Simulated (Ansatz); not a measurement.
Z-matrix (Å, degrees):
```
C
N 1 1.399
F 1 1.414 2 113.4
H 1 1.094 2 110.8 3 -118.1
H 1 1.094 2 111.4 3 118.9
Sn 2 2.042 1 118.8 3 62.0
H 2 1.011 1 112.1 3 -75.4
H 6 1.707 2 112.3 1 -76.6
H 6 1.705 2 105.3 1 163.3
H 6 1.702 2 104.1 1 44.5
```

The species carries charge 0 and has multiplicity 1. Sn takes the def2 core potential.

Question: List the ωB97M-V/def2-TZVPP orbital energies in eV (the Gaussian-basis code of Ansatz). (An estimate is asked.)

Answer: Ansatz gave: Occupied: -676.65, -394.43, -283.98, -143.11, -97.69, -97.67, -97.65, -35.52, -31.44, -31.31, -31.28, -31.17, -31.16, -27.26, -21.03, -17.80, -16.69, -16.17, -15.57, -13.45, -12.56, -11.74, -11.63, -11.34, -9.81. Lowest empty: 1.22, 2.11, 2.38, 2.52, 3.17, 3.81, 4.01, 4.28.
